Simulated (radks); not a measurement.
Results of a calculation; reference values are marked as such.
Fractional charge and spin in the 5p shell of ytterbium: the spin-up occupation runs from 2 to 3 and the spin-down occupation from 2 to 3; the fullest corner is Yb, [Kr] 4d10 4f14 5s2 6s2 5p(up 3, down 3). Level of theory: scalar-relativistic Kohn-Sham, PBE, spin-polarised, spherical densities, finite nucleus; Fermi nuclear charge, rms radius of each element as measured or else 0.836 A^(1/3) + 0.57 fm (a radial shooting solver on a logarithmic mesh with Libxc functionals). Energy (eV) above the fullest corner. The planes named below are the two flat planes that join the four corners, with an edge along up + down = one added electron.

| down \ up | 2 | 2.5 | 3 |
|---|---|---|---|
| 2 | 78.291 | 53.963 | 32.771 |
| 2.5 | 53.963 | 32.994 | 14.999 |
| 3 | 32.771 | 14.999 | 0.000 |

Corners above the fullest one (they belong to Yb+ and the next ion): (up 3, down 2) 32.771 eV, (up 2, down 3) 32.771 eV, (up 2, down 2) 78.291 eV. With half an added electron in each spin the energy lies 0.223 eV from the planes, and with half an added electron in spin up alone -1.568 eV. The planes are only a guide here: the flat-plane condition holds for ground states with one frontier orbital, while this shell lies below other occupied shells, so the corners above the fullest one are inner-hole states and not the ground states of those ions.
